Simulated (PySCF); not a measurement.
Potential energy of InN⁺ along the bond

Set-up: PySCF, scalar-relativistic core potentials, basis sets In def2-TZVPPD with ECP28, N def2-TZVPPD. Energies in eV from In⁺ + N in their ground configurations at the same level. State: ⁴Σ⁻ (quartet), unpaired electrons σ ↑, π ↑↑.

All columns are UHF. A positive dipole points towards N; it is taken about the centre of mass and depends on that origin.

| R (Å) | E (eV) | μ (D) | Mulliken charge on In (basis-dependent) | HOMO (eV) | LUMO (eV) | Mayer bond order | ⟨S²⟩ |
| --- | --- | --- | --- | --- | --- | --- | --- |
| 2.458 | 0.310 | 0.41 | 0.97 | -16.36 | -5.05 | 0.15 | 3.78 |
| 2.572 | 0.201 | 0.20 | 0.97 | -16.47 | -4.98 | 0.11 | 3.77 |
| 2.687 | 0.125 | -0.02 | 0.98 | -16.58 | -4.94 | 0.08 | 3.77 |
| 2.772 | 0.083 | -0.18 | 0.98 | -16.66 | -4.92 | 0.07 | 3.76 |
| 2.858 | 0.052 | -0.33 | 0.98 | -16.73 | -4.90 | 0.06 | 3.76 |
| 2.944 | 0.027 | -0.48 | 0.98 | -16.80 | -4.89 | 0.05 | 3.76 |
| 3.058 | 0.004 | -0.66 | 0.99 | -16.88 | -4.89 | 0.04 | 3.76 |
| 3.201 | -0.014 | -0.87 | 0.99 | -16.96 | -4.89 | 0.03 | 3.76 |
| 3.372 | -0.025 | -1.08 | 0.99 | -17.04 | -4.90 | 0.02 | 3.76 |
| 3.601 | -0.030 | -1.33 | 0.99 | -17.12 | -4.91 | 0.01 | 3.76 |

A fit through these points gives, at Re = 3.669 Å, μ = -1.40 D and dμ/dR = -0.958 D/Å; the reduced mass is 12.48 u.

Problem. How strong is the fundamental in the double-harmonic approximation, I = 42.26·(dμ/dR)²/μred km/mol?

Solution. I = 42.26·(-0.958)²/12.48 = 3.11 km/mol at UHF.

Spin–orbit coupling is left out, which matters for elements this heavy, above all for dissociation energies. For an ion De counts to the pair picked by the measured ionisation energies or electron affinities, which need not be the lowest pair at this level. Hartree–Fock leaves out correlation, which carries a large part of most bond energies and some tenths to 1 eV of ionisation energies. The state is the lowest determinant that a PBE0 search found; another state may lie lower at other levels.
